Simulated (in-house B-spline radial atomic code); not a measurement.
Values are calculated unless marked as measured or tabulated.
## Correlation energy from the adiabatic connection: −Z/r, Z = 3.4, wall at 0.816 bohr

Two electrons in a singlet, external potential −Z/r, Z = 3.4, wall at 0.816 bohr (atomic units). Full CI in B-splines (partial waves to l = 8, correlation up to 0.6 % small) with the density held fixed gives W(λ) = <V_ee>_λ − U, and E_c is the integral of W(λ) − W(0) from 0 to 1.

```json
{"λ": "0", "W(λ) − W(0) (hartree)": "0.00000"}
{"λ": "0.02", "W(λ) − W(0) (hartree)": "-0.00188"}
{"λ": "0.05", "W(λ) − W(0) (hartree)": "-0.00470"}
{"λ": "0.12", "W(λ) − W(0) (hartree)": "-0.01120"}
{"λ": "0.25", "W(λ) − W(0) (hartree)": "-0.02308"}
{"λ": "0.4", "W(λ) − W(0) (hartree)": "-0.03645"}
{"λ": "0.6", "W(λ) − W(0) (hartree)": "-0.05375"}
{"λ": "0.8", "W(λ) − W(0) (hartree)": "-0.07048"}
{"λ": "1", "W(λ) − W(0) (hartree)": "-0.08665"}
```

Task: Integrate the table by the trapezoid rule.

Result: The strips give -0.00002, -0.00010, -0.00056, -0.00223, -0.00446, -0.00902, -0.01242, -0.01571, which sum to -0.04452 hartree. The direct value, W(1) − W(0) + T_c with T_c = 0.04208, is -0.04457; the curve is convex, so chords lie above it and the trapezoids fall short in size by 0.11 %.

Task: Now use only three numbers: W(0) = -2.7223, the initial slope W'(0) = -0.09434 (extrapolated from the first points) and the strong-coupling limit of the point-charge-plus-continuum model, W∞ = -3.3285. What do second-order theory and the interpolation W(λ) = W∞ + (W(0) − W∞)/√(1 + 2χλ) of Seidl, Perdew and Levy give?

Result: Second order keeps the slope alone: E_c = W'(0)/2 = -0.04717, +6 % in size against -0.04457. Matching the slope fixes χ = W'(0)/(W∞ − W(0)) = -0.09434/(-0.60620) = 0.15563. Integrating, with s = √(1 + 2χ) = 1.145098, E_c = −(W(0) − W∞)(s − 1)/(s + 1) = −0.60620 × 0.145098/2.145098 = -0.04100 hartree, -8.0 % in size against the full result. At λ = 1 the formula gives W − W(0) = -0.07681 against -0.08665. Part of the miss can come from the model's W∞.
